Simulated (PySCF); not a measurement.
**Spinor energies of Cd⁴⁷⁺ (cadmium, charge +47)**

Start: 1s1; 1s1/2 filled at m_j = +1/2. Calculated with PySCF 2.14 in an uncontracted even-tempered set (15 s from 100 bohr⁻², ratio 2.4; 10 p from 140 bohr⁻², ratio 2.4; 3 d from 410 bohr⁻², ratio 2.6; 3 f from 620 bohr⁻², ratio 2.6): generalised Hartree-Fock with the X2C-1e Hamiltonian and a Gaussian nucleus; one run each with spin-orbit coupling (SO) switched off, then screened by Boettger's factors.

| spinor shell | electrons | ε, spin-free (eV) | ε, screened SO (eV) | weight of nominal j (screened SO) | rms radius, screened SO (bohr) |
| --- | --- | --- | --- | --- | --- |
| 1s1/2 | 1 | -32371.4 | -32371.4 | 1.000 | 0.0342 |

```csv
quantity,spin-free,screened SO
E (hartree),-1189.62612,-1189.62612
M_J,1/2,1/2
⟨J²⟩,0.750,0.750
⟨L²⟩,0.000,0.000
⟨S²⟩,0.750,0.750
```

Breit and QED terms are absent; they matter most for the inner s and p1/2 levels.

Densities and radii are taken from the X2C orbitals without a picture-change correction, which distorts them close to the nucleus.

Without spin-orbit coupling the j labels of p, d and f shells carry no meaning; the spin-free column gives the mean over the occupied spinors of each nl shell.
